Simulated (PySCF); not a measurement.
The complex [CoI4]2- (charge -2) contains Co(II), shell d7. The structure is a PBE0-D3(BJ)/def2-SVP, IEF-PCM water geometry optimised for multiplicity 4; coordination tetrahedral, point group Td, metal–donor distances 2.65 Å.

```
5

Co    0.000    0.000    0.000
I     1.530    1.530    1.530
I     1.530   -1.530   -1.530
I    -1.530   -1.530    1.530
I    -1.530    1.530   -1.530
```

Method (PySCF 2.14, density fitting): CASSCF(7,5) with orbitals averaged over all microstates of the shell, strongly contracted NEVPT2 on the averaged canonical orbitals; basis x2c-TZVPall on the metal, x2c-SVPall elsewhere; spin-free X2C; IEF-PCM water; spin-orbit coupling by state interaction with the mean-field operator over all roots.

Q: Which term lies lowest, and with what spin?

A: 4A2 (S = 3/2, orbital degeneracy 1), with 4.0 electrons in the lower (e-type) set and 3.0 in the upper (t2-type) set, by NEVPT2.

Q: List the excited states of the same spin.

A: By NEVPT2: 4T2 at 2785 cm⁻¹; 4T1 at 4910 cm⁻¹; 4T1 at 17936 cm⁻¹ (558 nm). The strongest, at 17936 cm⁻¹, has f = 5.3e-04.

Q: Which is the lowest state of another spin?

A: 2E at 18253 cm⁻¹ by NEVPT2; CASSCF alone puts it at 19108 cm⁻¹ above the same ground state.

Q: What ligand-field parameters describe the result?

A: At CASSCF level (the NEVPT2 levels don't fit a ligand-field model well): orbital energies 0, 0, 1812, 1812, 1812 cm⁻¹; 10Dq = 1812 cm⁻¹; B = 1178 cm⁻¹; C = 4368 cm⁻¹; B over its free-ion value at the same level 0.942; rms of the fit 102 cm⁻¹; ζ = 472 cm⁻¹ (free ion 526).

Q: What magnetic behaviour follows?

A: The ground multiplet follows a spin Hamiltonian with S = 3/2, g = 2.400, 2.400, 2.400, D = 0 (spin-orbit part alone); the lowest levels hold 95 % of the spin-free ground state. μeff is 4.82 μB at 300 K and 4.65 μB at 10 K; the spin-only value is 3.88 μB.

No frequencies were computed for the optimised geometry. NEVPT2 lifts 4T1 from 2887 to 4910 cm⁻¹; on the d shell alone such lifts tend to overshoot. Gaps between spin states lean to high spin in this active space.

The job took 47 s on one thread of Arm Neoverse V2 (shared host), with 192 basis functions and a peak of 1 GiB, launched as `OMP_NUM_THREADS=1 python lf_run.py task.json out`.
